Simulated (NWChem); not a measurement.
Species: C₄H₃N; SMILES C=C=CC#N

```xyz
8

C      0.4591    -2.2163     0.0000
C     -0.1374    -1.0592     0.0000
C     -0.7522     0.1070     0.0000
C     -0.0541     1.3529     0.0000
N      0.4878     2.3781     0.0000
H      0.7200    -2.7172     0.9386
H      0.7200    -2.7172    -0.9386
H     -1.8487     0.1507     0.0000
```
Atoms are numbered in this order, from 1.

Computed with NWChem. Pople sets run with spherical d functions. Coordinates come from a PBE0/def2-SVP optimisation. Vzz is the largest principal value of the second derivative of the potential at the nucleus (NWChem prints the opposite sign); η is the asymmetry. Non-relativistic.

Q: Estimate the computed values for PBE/6-31G*. Quantities: Vzz N5 (a.u.); η N5.

A: 
```yaml
Vzz N5 (a.u.): -0.673
"η N5": 0.12
```
